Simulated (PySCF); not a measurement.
A species of formula C4H5F2N has this rotational fingerprint, computed with CAM-B3LYP/def2-SVPD in PySCF (dipole) on a GFN2-xTB geometry, gas phase:

- Rotational constants: A = 2962, B = 2611, C = 1898 MHz
- Dipole components: |μa| = 3.19 D, |μb| = 0.41 D, |μc| = 0.94 D
- Inertial defect: -97.98 u·Å²
- κ: 0.34

Question: Which structure is it? (One computed conformer of each.)
A. `[H]/[N:1]=[CH:2]\[CH:3]=[CH:4]/[CH:5]([F:6])[F:7]` with N1–C2–C3–C4 178°, C3–C4–C5–F6 -179°
B. `[CH3:1][CH2:2][C:3]([F:4])([F:5])[C:6]#[N:7]` with C1–C2–C3–F4 -63°

Answer: B. It is CCC(F)(F)C#N, an asymmetric top, point group C1. The candidates at the same level (rigid rotor, commonest isotopes):

| SMILES | A (MHz) | B (MHz) | C (MHz) | μa (D) | μb (D) | μc (D) | Δ (u·Å²) | point group | rotor |
| --- | --- | --- | --- | --- | --- | --- | --- | --- | --- |
| CCC(F)(F)C#N | 2962 | 2611 | 1898 | 3.19 | 0.41 | 0.94 | -97.98 | C1 | asymmetric top |
| [H]/N=C\C=C/C(F)F | 6911 | 1355 | 1189 | 0.24 | 2.63 | 0.26 | -20.90 | C1 | near-prolate asymmetric top |

`[H]/N=C\C=C/C(F)F` has A 133 % too high. No structure here is proved a minimum.
